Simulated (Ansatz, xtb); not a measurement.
Two isomers of CHFSSe

Structure I is `FC(=S)[SeH]`, a singlet and structure II is `F[C@@H]1S[Se]1`, a singlet. Both are isolated molecules in the gas phase, relaxed with B3LYP/6-31G*; the shapes shown needn't be the lowest conformers.

I (Å):

```xyz
5

C     0.0386    1.2882    0.8348
F     0.2103    2.3332    0.0106
S    -1.4107    0.6444    1.1396
Se    1.7840    0.8252    1.4750
H     1.2925   -0.2912    2.3093
```

II (Å):

```yaml
atoms:
  - { symbol: C, position_ang: [0.2161, 1.1929, 1.3313] }
  - { symbol: F, position_ang: [0.8431, 1.7081, 2.4088] }
  - { symbol: S, position_ang: [0.2683, -0.5851, 1.1115] }
  - { symbol: Se, position_ang: [1.3000, 0.8849, -0.2880] }
  - { symbol: H, position_ang: [-0.7379, 1.6871, 1.1599] }
```

Quicker runs give these differences E(II) − E(I): GFN2-xTB −68.34 kJ/mol; HF/STO-3G −53.28 kJ/mol (at GFN2-xTB geometries); r2SCAN-D4/def2-SVP +33.10 kJ/mol (at GFN2-xTB geometries).

Estimate which is lower in electronic energy at CCSD(T)/def2-TZVP, and by roughly how much.

Too close to call at this level: CCSD(T)/def2-TZVP gives E(II) − E(I) = +1.96 kJ/mol.

Level by level:

```tsv
level	geometry	E(II) − E(I) (kJ/mol)	departure from the last row (kJ/mol)	job, with rough time for the two
GFN2-xTB	GFN2-xTB	−68.34	−70.30	optimisation, 0.1 s
HF/STO-3G	GFN2-xTB	−53.28	−55.25	single point, 0.44 s
r2SCAN-D4/def2-SVP	GFN2-xTB	+33.10	+31.13	single point, 4.2 s
B3LYP/6-31G*	B3LYP/6-31G*	+15.56	+13.60	optimisation, 33 s
HF/def2-TZVP	B3LYP/6-31G*	+8.34	+6.37	part of the CCSD(T) run
MP2/def2-TZVP	B3LYP/6-31G*	−1.25	−3.21	part of the CCSD(T) run
CCSD(T)/def2-TZVP	B3LYP/6-31G*	+1.96		single point, 2.6 min
```

As drawn, II has 1 C–S, 1 S–Se, 1 C–H in place of 1 C=S, 1 Se–H. Structure I has no ring, II a 3-membered ring.

The largest departure from CCSD(T)/def2-TZVP is that of GFN2-xTB, 70.30 kJ/mol.

With harmonic frequencies from B3LYP/6-31G* (ideal gas, rigid rotor, one conformer each, 298.15 K, 1 atm): the zero-point term adds +9.84 kJ/mol; ΔH is +10.79 and ΔG +13.01 kJ/mol.

The correlated steps freeze 16 core orbitals; the filled d shell of Se is correlated, in a basis made for valence electrons. Mirror images aren't counted in ΔG. Programs: Ansatz 0.2.0, xtb 6.7.1; the last row on 1 thread of Arm Neoverse V2 on a shared host.
